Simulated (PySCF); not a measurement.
Be(SMe)(SeH) (CH4BeSSe), SMILES C[S][Be][SeH].

Geometry: TPSSh-D3(BJ)/def2-SVP. The structure was generated by enumeration; whether it is a known compound was not checked. The values are those of a single conformer.

These are PySCF with TPSSh-D3(BJ)/def2-SVP values and carry that method's errors.

Frequencies are harmonic and unscaled.

```json
[
 {"mode": "1", "ν (cm⁻¹)": "41", "IR (km/mol)": "0.0", "Raman (Å⁴/amu)": "0.1", "depolarisation": "0.71", "moving atoms (share of kinetic energy)": "H 98 %"},
 {"mode": "2", "ν (cm⁻¹)": "83", "IR (km/mol)": "3.1", "Raman (Å⁴/amu)": "3.7", "depolarisation": "0.61", "moving atoms (share of kinetic energy)": "C 47 %, H 21 %, Be 14 %, Se 11 %"},
 {"mode": "3", "ν (cm⁻¹)": "164", "IR (km/mol)": "6.7", "Raman (Å⁴/amu)": "2.5", "depolarisation": "0.73", "moving atoms (share of kinetic energy)": "H 89 %"},
 {"mode": "4", "ν (cm⁻¹)": "188", "IR (km/mol)": "15.6", "Raman (Å⁴/amu)": "1.2", "depolarisation": "0.65", "moving atoms (share of kinetic energy)": "Be 72 %, H 18 %, S 9 %"},
 {"mode": "5", "ν (cm⁻¹)": "269", "IR (km/mol)": "2.8", "Raman (Å⁴/amu)": "7.0", "depolarisation": "0.15", "moving atoms (share of kinetic energy)": "S 41 %, Se 27 %, Be 26 %"},
 {"mode": "6", "ν (cm⁻¹)": "329", "IR (km/mol)": "4.7", "Raman (Å⁴/amu)": "0.7", "depolarisation": "0.07", "moving atoms (share of kinetic energy)": "Be 55 %, S 31 %"},
 {"mode": "7", "ν (cm⁻¹)": "588", "IR (km/mol)": "0.2", "Raman (Å⁴/amu)": "8.7", "depolarisation": "0.64", "moving atoms (share of kinetic energy)": "H 86 %, Be 12 %"},
 {"mode": "8", "ν (cm⁻¹)": "686", "IR (km/mol)": "6.0", "Raman (Å⁴/amu)": "16.9", "depolarisation": "0.21", "moving atoms (share of kinetic energy)": "C 61 %, S 30 %, H 9 %"},
 {"mode": "9", "ν (cm⁻¹)": "954", "IR (km/mol)": "5.4", "Raman (Å⁴/amu)": "4.0", "depolarisation": "0.75", "moving atoms (share of kinetic energy)": "H 85 %, C 14 %"},
 {"mode": "10", "ν (cm⁻¹)": "969", "IR (km/mol)": "62.0", "Raman (Å⁴/amu)": "3.6", "depolarisation": "0.71", "moving atoms (share of kinetic energy)": "H 73 %, Be 14 %, C 13 %"},
 {"mode": "11", "ν (cm⁻¹)": "998", "IR (km/mol)": "204.6", "Raman (Å⁴/amu)": "0.9", "depolarisation": "0.71", "moving atoms (share of kinetic energy)": "Be 76 %, H 11 %, S 9 %"},
 {"mode": "12", "ν (cm⁻¹)": "1341", "IR (km/mol)": "16.8", "Raman (Å⁴/amu)": "2.2", "depolarisation": "0.74", "moving atoms (share of kinetic energy)": "H 87 %, C 12 %"},
 {"mode": "13", "ν (cm⁻¹)": "1474", "IR (km/mol)": "6.9", "Raman (Å⁴/amu)": "9.7", "depolarisation": "0.74", "moving atoms (share of kinetic energy)": "H 95 %"},
 {"mode": "14", "ν (cm⁻¹)": "1478", "IR (km/mol)": "6.6", "Raman (Å⁴/amu)": "17.9", "depolarisation": "0.75", "moving atoms (share of kinetic energy)": "H 95 %"},
 {"mode": "15", "ν (cm⁻¹)": "2417", "IR (km/mol)": "7.3", "Raman (Å⁴/amu)": "152.1", "depolarisation": "0.27", "moving atoms (share of kinetic energy)": "H 99 %"},
 {"mode": "16", "ν (cm⁻¹)": "3059", "IR (km/mol)": "22.7", "Raman (Å⁴/amu)": "143.7", "depolarisation": "0.02", "moving atoms (share of kinetic energy)": "H 98 %"},
 {"mode": "17", "ν (cm⁻¹)": "3169", "IR (km/mol)": "2.4", "Raman (Å⁴/amu)": "109.5", "depolarisation": "0.68", "moving atoms (share of kinetic energy)": "H 90 %, C 10 %"},
 {"mode": "18", "ν (cm⁻¹)": "3171", "IR (km/mol)": "3.5", "Raman (Å⁴/amu)": "55.2", "depolarisation": "0.74", "moving atoms (share of kinetic energy)": "H 90 %, C 10 %"}
]
```
